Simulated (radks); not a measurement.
Species: Ru3+. Configuration: [Ar] 3d10 4s2 4d(up 3, down 3) 4p(up 2.5, down 2.5) (fractional occupations, a model configuration). Calculated with a radial shooting solver on a logarithmic mesh with Libxc functionals: scalar-relativistic Kohn-Sham, SCAN, spin-polarised, spherical densities, finite nucleus; meta-GGA in the generalised Kohn-Sham scheme; Fermi nuclear charge, rms radius 4.4809 fm.

X-ray form factor f0, the Fourier transform of the density (f0(0) = 41):

sin(theta)/lambda (1/angstrom)  f0 (electrons)
0.05                                    40.514
0.1                                     39.145
0.15                                    37.122
0.2                                     34.738
0.25                                    32.258
0.3                                     29.880
0.4                                     25.809
0.5                                     22.739
0.6                                     20.424
0.8                                     16.918
1                                       13.960
1.25                                    10.814
1.5                                      8.510
2                                        6.095
